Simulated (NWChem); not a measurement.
Molecule: CrN2H3SCl; SMILES [NH]=[Cr]([Cl])([SH])=[NH]

```xyz
8

Cr    -0.2453    -0.0341    -0.0034
N     -1.1492    -0.0088    -1.2962
H     -2.0710     0.0472    -1.7362
N     -1.1458    -0.0015     1.2889
H     -2.0655     0.0642     1.7330
Cl     0.9813    -1.8066    -0.0112
S      0.7933     1.8971     0.0868
H      1.0473     1.9563    -1.2410
```
Atoms are numbered in this order, from 1.

All runs: NWChem. Pople sets run with spherical d functions. Coordinates come from a PBE0/def2-SVP optimisation. Not confirmed as a minimum by frequencies. Vzz is the largest principal value of the second derivative of the potential at the nucleus (NWChem prints the opposite sign); η is the asymmetry. Non-relativistic.

Q: Predict the results for PBE/6-31G*. Quantities: Vzz Cr1 (a.u.); η Cr1; Vzz N2 (a.u.); η N2; Vzz N4 (a.u.); η N4; Vzz Cl6 (a.u.); η Cl6.

A: 
| Property | Value |
|---|---|
| Vzz Cr1 (a.u.) | 0.391 |
| η Cr1 | 0.78 |
| Vzz N2 (a.u.) | -0.203 |
| η N2 | 0.02 |
| Vzz N4 (a.u.) | -0.216 |
| η N4 | 0.27 |
| Vzz Cl6 (a.u.) | 1.437 |
| η Cl6 | 0.54 |
